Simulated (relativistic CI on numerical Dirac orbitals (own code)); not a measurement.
**Mn3+ in a cubic cluster: 3s photoemission with charge transfer**

Computed with a charge-transfer multiplet model of a cubic metal-ligand cluster with up to 2 ligand holes, Slater and spin-orbit integrals from Dirac-Coulomb-Breit ions, Slater integrals scaled by 0.7. The ground state mixes d4 with configurations of k ligand holes L, whose averages lie at kΔ + k(k − 1)U_dd/2; a core hole lowers each added d electron by U_cd. 300 K, Lorentzian 1.4 eV and Gaussian 0.8 eV FWHM.

Atomic integrals in eV (Slater integrals scaled, ζ unscaled), ground: F2dd 7.948, F4dd 4.972, zeta_d 0.043; with the core hole: F2dd 8.679, F4dd 5.462, zeta_d 0.051, G2cd 8.644.

Cluster parameters (eV): Δ = 0.7, U_dd = 5.8, U_cd = 7.3, 10Dq(ligand) = 1.1, V(eg) = 2.6, V(t2g) = -1.2, final-state hopping factor = 1.

```
         Case   n_d    d4   d5L  d6L2     S
10Dq = 0.4 eV  4.80  0.31  0.58  0.11  2.00
10Dq = 0.7 eV  4.79  0.32  0.58  0.11  2.00
  10Dq = 1 eV  4.77  0.33  0.57  0.10  1.99
```

Weights, n_d and S are thermal averages at 300 K. Binding energies count from the first peak over 30 % of the highest in each spectrum, which can be another peak from case to case. The parameters are a model scan and need not match a compound or its usual spin state. Peaks in eV (height, largest 100):
- 10Dq = 0.4 eV: 0.0 (100), 5.3 (14), 9.2 (68), 18.8 (13)
- 10Dq = 0.7 eV: 0.0 (100), 5.2 (13), 9.3 (67), 18.8 (13)
- 10Dq = 1 eV: 0.0 (100), 5.1 (13), 9.2 (67), 18.7 (14)

Curve for 10Dq = 0.4 eV (points under 2 left out, the grid thinned):

| E (eV) | Intensity |
| --- | --- |
| -3.3 | 5.5 |
| -2.7 | 8.0 |
| -2.1 | 12.7 |
| -1.5 | 23.1 |
| -1.0 | 42.6 |
| -0.4 | 83.6 |
| 0.2 | 96.8 |
| 0.8 | 58.0 |
| 1.4 | 28.0 |
| 2.0 | 15.8 |
| 2.6 | 10.9 |
| 3.1 | 9.1 |
| 3.7 | 8.6 |
| 4.3 | 10.3 |
| 4.9 | 13.0 |
| 5.5 | 13.4 |
| 6.1 | 12.9 |
| 6.7 | 13.8 |
| 7.3 | 16.7 |
| 7.8 | 23.3 |
| 8.4 | 41.7 |
| 9.0 | 65.0 |
| 9.6 | 61.2 |
| 10.2 | 36.8 |
| 10.8 | 20.1 |
| 11.4 | 13.5 |
| 11.9 | 11.4 |
| 12.5 | 10.4 |
| 13.1 | 9.6 |
| 13.7 | 7.7 |
| 14.3 | 6.0 |
| 14.9 | 5.0 |
| 15.5 | 4.3 |
| 16.1 | 4.0 |
| 16.6 | 4.1 |
| 17.2 | 5.1 |
| 17.8 | 7.8 |
| 18.4 | 12.0 |
| 19.0 | 12.7 |
| 19.6 | 9.8 |
| 20.2 | 6.7 |
| 20.7 | 4.8 |
| 21.3 | 3.5 |
| 21.9 | 2.7 |
| 22.5 | 2.0 |

For the case 10Dq = 0.4 eV, Δ = 0.7 eV is smaller than U_dd = 5.8 eV, the charge-transfer side of the Zaanen-Sawatzky-Allen scheme. With the core hole the average of the configuration with one ligand hole lies at Δ − U_cd = -6.6 eV before mixing: it lies below the unscreened one, so the lowest final states are mostly screened and the unscreened weight appears at higher binding energy as a satellite.

With at most 2 ligand holes the space is cut while the next configuration still counts, so covalency is underestimated, and a final configuration with one more ligand hole, which can lie low, is missing from the spectra.

Without intra-shell correlation the exchange splitting of the 3s hole comes out too large.
